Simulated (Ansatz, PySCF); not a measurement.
This Ansatz (a quantum-chemistry and plane-wave program) input computes a BLYP/def2-TZVPD energy:

Ansatz 0.2 input:
```yaml
crystal:
  periodic: [false, false, false]
  atoms:
    - {symbol: I, position_ang: [2.35809821, -1.08879794, 0.45769637]}
    - {symbol: Si, position_ang: [-0.00000000, -0.00000000, 0.00000000]}
    - {symbol: I, position_ang: [-1.54003672, -1.73390852, -1.25596269]}
    - {symbol: I, position_ang: [-1.11866900, 0.67028309, 2.29235563]}
    - {symbol: I, position_ang: [0.30060750, 2.15242337, -1.49408931]}
basis:
  gaussian:
    orbitals: def2-TZVPD
hamiltonian:
  xc: {name: BLYP}
total_charge: -1
magnetization: {spin_polarized: true, initial_magnetization: 1}
output: {forces: true}
```

**Question.** Write an input for the same energy in PySCF and say what it gives.

**Answer.** 
```python
from pyscf import gto, scf, dft

mol = gto.M(
    atom='''
    I     2.35809821   -1.08879794    0.45769637
    Si   -0.00000000   -0.00000000    0.00000000
    I    -1.54003672   -1.73390852   -1.25596269
    I    -1.11866900    0.67028309    2.29235563
    I     0.30060750    2.15242337   -1.49408931
    ''',
    basis='def2-tzvpd',
    ecp='def2-tzvp',
    charge=-1,
    spin=1,
    verbose=4,
)

mf = dft.UKS(mol, xc='blyp').density_fit(auxbasis='def2-universal-jkfit')
mf.grids.level = 3
mf.conv_tol = 1e-9
mf.max_cycle = 100
mf.max_memory = 1500
mf.kernel()
if not mf.converged:
    mf = mf.newton()
    mf.kernel(mf.make_rdm1())
for _ in range(2):
    mo, _, stable, _ = mf.stability(return_status=True)
    if stable:
        break
    mf.kernel(mf.make_rdm1(mo, mf.mo_occ))
mf.analyze()
```
It gives -1480.35480 Eh, and Ansatz -1480.35476 Eh, a difference of 0.04 mEh, from the treatment of integrals and grids.
